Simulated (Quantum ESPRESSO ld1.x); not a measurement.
Problem. Species: Fe22+. Configuration: [He] 2s1 5p1 (not the ground configuration). All-electron calculation, scalar-relativistic Kohn-Sham, LDA (Slater exchange, Perdew-Zunger correlation), spin-polarised, spherical densities, point nucleus; open shells are filled with parallel spins first. Program: ld1.x of Quantum ESPRESSO 7.5. Some entries of the table are withheld. Estimate them.

| orbital | occ. | eigenvalue (hartree) | <1/r> (bohr^-1) |
|---|---|---|---|
| 1s up | 1 | -312.153 | 26.08 |
| 1s down | 1 | -311.859 | 26.08 |
| 2s up | 1 | (1) | (2) |
| 2s down | 0 | (3) | (4) |
| 5p up | 1 | -10.6363 | 0.9420 |
| 5p down | 0 | -10.3772 | 0.9308 |

Solution. 
(1) 2s up eigenvalue (hartree): -72.8852
(2) 2s up <1/r> (bohr^-1): 6.257
(3) 2s down eigenvalue (hartree): -71.5663
(4) 2s down <1/r> (bohr^-1): 6.247
